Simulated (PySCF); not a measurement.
Si(H)3(vinyl) (C2H6Si), SMILES C=C[SiH3]. Heavy atoms are numbered as in [SiH3:1][CH:2]=[CH2:3]. Hydrogens are named by the atom that carries them.

Geometry optimised at B3LYP-D3(BJ)/def2-TZVP.

Computed with PBE0/pcSseg-1 run with PySCF.

GIAO shieldings, no solvent; atoms alike by connectivity are averaged. δ = σ(ref) − σ: ²⁹Si against TMS (σ = 352.7 ppm); ¹³C against TMS (σ = 186.3 ppm); ¹H against TMS (σ = 31.56 ppm), references at their B3LYP-D3(BJ)/def2-TZVP geometries, non-relativistic.

Computed chemical shifts:
```
nucleus       atoms  count  δ (ppm)
-------  ----------  -----  -------
²⁹Si     Si1 (SiH3)      1    -66.6
¹³C        C3 (CH2)      1    147.1
¹³C         C2 (CH)      1    138.0
¹H          H on C3      2     6.41
¹H          H on C2      1     6.39
¹H         H on Si1      3     4.28
```
